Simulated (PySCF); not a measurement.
C₈H₁₆NP.
Bonds: C1–C2 (triple), C2–P3, P3–N4, N4–C5, N4–C6, P3–C7, C7–C8, C7–C9, C7–C10. Hydrogens: H11 on C1; H12, H13, H14 on C5; H15, H16, H17 on C6; H18, H19, H20 on C8; H21, H22, H23 on C9; H24, H25, H26 on C10.

Method: PBE0-D3(BJ)/def2-SVP geometry optimisation, gas phase in PySCF 2.14.0; density fitting, grid level 1; the optimiser is geomeTRIC in internal coordinates, started from a GFN2-xTB structure with every atom displaced at random (about 0.01 Å).

Step 0: E = -19308.6802 eV
```
atom  x, y, z in Å  |  force x, y, z in eV/Å
C1      1.3109    2.6459    1.2998    0.554   2.569   0.292
C2      0.9411    1.5304    1.1011   -0.510  -2.656  -0.011
P3      0.5235   -0.1901    1.0409    0.125   0.012  -0.627
N4      1.3656   -0.6837   -0.4005   -0.659   0.124   0.748
C5      1.9962    0.2388   -1.2930   -0.765   0.199   0.494
C6      2.0355   -1.9442   -0.3074    0.260   0.091  -0.103
C7     -1.2360   -0.0115    0.4226   -0.749   0.264   0.251
C8     -1.7315   -1.4234    0.1578   -1.060   0.495   1.091
C9     -2.0419    0.6358    1.5777    0.061  -0.243  -1.386
C10    -1.3630    0.8207   -0.8388   -0.040  -0.136   0.176
H11     1.5582    3.6768    1.4257    0.184   0.251   0.076
H12     1.4883    1.2020   -1.2760   -0.181   0.196  -0.142
H13     3.0169    0.4265   -1.0052    1.129   0.165   0.149
H14     1.9718   -0.1590   -2.2908    0.077  -0.270  -1.036
H15     2.0101   -2.4581   -1.2783    0.026  -0.168  -0.135
H16     1.5448   -2.5743    0.4330   -0.105  -0.285   0.206
H17     3.0917   -1.8162   -0.0146    0.258  -0.174   0.051
H18    -1.6856   -2.0245    1.0739    0.095  -0.222   0.094
H19    -2.7900   -1.4234   -0.1574    0.036   0.134  -0.013
H20    -1.1750   -1.8954   -0.6097    0.909  -0.729  -1.074
H21    -3.1128    0.6910    1.2887    0.260  -0.021   0.160
H22    -1.9352    0.0226    2.4613   -0.053  -0.166   0.759
H23    -1.6690    1.6489    1.7401   -0.018   0.253   0.309
H24    -2.4088    0.8881   -1.1633   -0.214   0.042   0.038
H25    -0.9764    1.8226   -0.6829    0.077   0.569   0.054
H26    -0.8051    0.3800   -1.6573    0.304  -0.297  -0.422
```

Step 1: E = -19308.9093 eV
```
atom  x, y, z in Å  |  force x, y, z in eV/Å
C1      1.3463    2.6375    1.3774    0.000  -0.176   0.051
C2      1.0022    1.4823    1.2039   -0.129  -0.007  -0.105
P3      0.4956   -0.2124    1.0085    0.038   0.009   0.065
N4      1.3921   -0.7072   -0.3679   -0.017   0.028  -0.042
C5      1.9329    0.1991   -1.3525    0.227  -0.042  -0.052
C6      2.1433   -1.9341   -0.2423   -0.015  -0.082   0.030
C7     -1.2818    0.0153    0.3948    0.082   0.028   0.076
C8     -1.7770   -1.4050    0.1351    0.163  -0.208  -0.276
C9     -2.0555    0.6421    1.5540    0.103  -0.076   0.069
C10    -1.4057    0.8581   -0.8641    0.076   0.049  -0.086
H11     1.6685    3.6427    1.5597    0.036   0.150   0.010
H12     1.3634    1.1329   -1.3909   -0.059   0.039   0.006
H13     2.9893    0.4653   -1.1193   -0.155  -0.023  -0.078
H14     1.9186   -0.2556   -2.3638   -0.022   0.015   0.142
H15     2.1234   -2.4978   -1.1925    0.003   0.013   0.008
H16     1.7006   -2.5733    0.5362    0.016   0.028  -0.024
H17     3.2069   -1.7636    0.0230   -0.002   0.021  -0.010
H18    -1.7096   -2.0308    1.0378    0.004  -0.009   0.036
H19    -2.8287   -1.3913   -0.1885   -0.079   0.021  -0.021
H20    -1.1866   -1.8966   -0.6666   -0.128   0.147   0.213
H21    -3.1289    0.6900    1.3102   -0.030  -0.002  -0.004
H22    -1.9413    0.0449    2.4775   -0.037   0.095  -0.082
H23    -1.7053    1.6655    1.7584   -0.022   0.003   0.027
H24    -2.4635    0.9334   -1.1703    0.005   0.010   0.014
H25    -1.0229    1.8803   -0.7097   -0.024  -0.038   0.014
H26    -0.8517    0.4042   -1.7009   -0.036   0.006   0.019
```

Question: Estimate the geometry and energy of step 2. (The exact step hangs on the optimiser's Hessian estimate; all steps are aligned on step 1, rigid shifts and turns removed.)

Answer: E = -19308.9170 eV, largest force 0.085 eV/Å
```
atom  x, y, z in Å  |  force x, y, z in eV/Å
C1      1.3294    2.6283    1.3967    0.048  -0.004   0.064
C2      0.9901    1.4727    1.2164   -0.014   0.044  -0.054
P3      0.5004   -0.2252    1.0268   -0.003  -0.017  -0.028
N4      1.3862   -0.7226   -0.3556    0.023  -0.001   0.045
C5      1.8785    0.1736   -1.3736    0.027   0.017  -0.024
C6      2.1688   -1.9294   -0.2222    0.026  -0.007   0.010
C7     -1.2667    0.0159    0.3990    0.020  -0.017   0.062
C8     -1.7732   -1.3979    0.1137   -0.005  -0.040  -0.075
C9     -2.0499    0.6415    1.5529    0.003  -0.017  -0.021
C10    -1.3654    0.8740   -0.8536   -0.012   0.014  -0.035
H11     1.6460    3.6393    1.5813   -0.015  -0.010  -0.019
H12     1.2741    1.0870   -1.4216    0.027  -0.014  -0.001
H13     2.9282    0.4792   -1.1859   -0.023  -0.017   0.005
H14     1.8456   -0.3141   -2.3648   -0.006   0.010   0.003
H15     2.1420   -2.5123   -1.1602    0.000   0.002  -0.004
H16     1.7609   -2.5614    0.5792    0.000   0.007   0.001
H17     3.2332   -1.7243    0.0135    0.000  -0.005  -0.006
H18    -1.7257   -2.0352    1.0109   -0.007   0.007   0.005
H19    -2.8219   -1.3669   -0.2269    0.005   0.008   0.010
H20    -1.1761   -1.8788   -0.6790   -0.012   0.029   0.041
H21    -3.1199    0.7000    1.2927   -0.005   0.003   0.003
H22    -1.9593    0.0426    2.4737   -0.006   0.005  -0.003
H23    -1.6979    1.6611    1.7727   -0.007   0.000  -0.001
H24    -2.4190    0.9665   -1.1687   -0.006   0.006   0.012
H25    -0.9741    1.8887   -0.6802   -0.006  -0.002   0.002
H26    -0.8097    0.4238   -1.6899   -0.054  -0.003   0.010
```

The energy changes by -0.0078 eV. The first-order estimate −F·Δx gives -0.0189 eV and the mean of the old and new forces, exact on a quadratic surface, -0.0075 eV. The step makes an angle of 84° with the force vector and moves no atom by more than 0.105 Å.

What follows is the cost of the whole optimisation. On one thread, Arm Neoverse N1 (aarch64), shared host with 64 logical CPUs at a one-minute load of 44, this took 6.9 min and 0.97 GiB of memory at its peak.
